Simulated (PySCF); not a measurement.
ReO₂Cl, SMILES [O]=[Re](=[O])[Cl] (connectivity only; charge and spin as stated), neutral, multiplicity 3. Geometry optimised at PBE0-D3(BJ)/def2-SVP. The spin state was assumed, not searched. The def2 effective core potentials stand for the cores of Re; spin–orbit coupling is left out.

All values below come from PySCF 2.14.0 with PBE0-D3(BJ)/def2-SVP.

Harmonic wavenumbers (cm⁻¹): 109, 147, 285, 424, 986, 1051. Rotational constants (GHz): 7.090, 2.623, 1.915; symmetry number 2.

### Question
Work out the zero-point energy and the ideal-gas rigid-rotor harmonic-oscillator thermochemistry at 298.15 K and 1 atm.

### Answer
ZPE = ½ Σ hcν = ½ × 3003 cm⁻¹ = 17.96 kJ/mol. H − E(el) = 33.55 kJ/mol. Entropy in J/(mol K): translation 177.79, rotation 105.55, vibration 35.79, spin 9.13, total 328.26. G − E(el) = -64.32 kJ/mol. Cp = 65.41 J/(mol K). Modes under 150 cm⁻¹ make the vibrational entropy uncertain.
